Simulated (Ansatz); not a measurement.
Consider the redistribution: `O[SiH](F)NBS` + `F[SiH2]Cl` → `SBCl` + `O[SiH](F)N[SiH2]F`.

Gas-phase electronic energies from Ansatz, PBE0-D4/def2-TZVP geometries. CCSD(T)/CBS adds triple-zeta CCSD(T) − MP2 to the extrapolated MP2 energy (def2 sets, frozen cores). This one scheme is used for every species. Functionals use def2-TZVPP. Each species was taken in one conformer, which may not be the lowest.

```csv
level,ΔE (kJ/mol)
PBE0,54.9
BHLYP,56.3
CAM-B3LYP,55.6
CCSD/def2-TZVPP,52.0
```

(1) What does CCSD(T)/CBS give? (Estimate.)

Largest T1 diagnostic among the species: 0.013.

Results:

(1) The calculation gave: +51.6 kJ/mol. The listed levels differ from it by 3.3, 4.7, 4.0, 0.4 kJ/mol.

In def2-TZVPP, CCSD(T) changes the Hartree–Fock value by −6.3 kJ/mol (the triples alone add −1.1 kJ/mol) and MP2 by −6.1 kJ/mol. Leaving LDA and LC-ωPBE aside and taking each functional with its dispersion term where it has one, the values, not all of them listed here, spread over 2.5 kJ/mol, from B97M-V to CAM-B3LYP-D4.
